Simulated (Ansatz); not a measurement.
`C=C[Se]CO` + `BO[CH2][GeH3]` → `C=C[Se][GeH3]` + `BOCCO`  (redistribution)

Isolated molecules relaxed with PBE0-D4/def2-TZVP in Ansatz; ΔE leaves out vibrations. CBS: MP2 limit from def2 TZ/QZ plus the TZ coupled-cluster correction, frozen cores. Functionals use def2-TZVPP. For Ge, Se outer-core shells are correlated without core-valence functions, which leaves a few kJ/mol of doubt a bond. Scalar relativity is left out up to krypton. One conformer a species, not always the lowest.

```csv
level,ΔE (kcal/mol)
ωB97M-V,-21.2
PBE0,-21.5
```

Problem. What does CCSD(T)/CBS give? (Estimate.)

Solution. Computed: -21.1 kcal/mol. The listed levels differ from it by -0.1, -0.4 kcal/mol.

Largest T1 diagnostic among the species: 0.013.

In def2-TZVPP, CCSD(T) changes the Hartree–Fock value by +5.7 kcal/mol (the triples alone add +0.9 kcal/mol) and MP2 by +5.7 kcal/mol. From PBE to PBE0 (25 % exact exchange), in def2-TZVPP and without D4, ΔE moves by −2.3 kcal/mol.
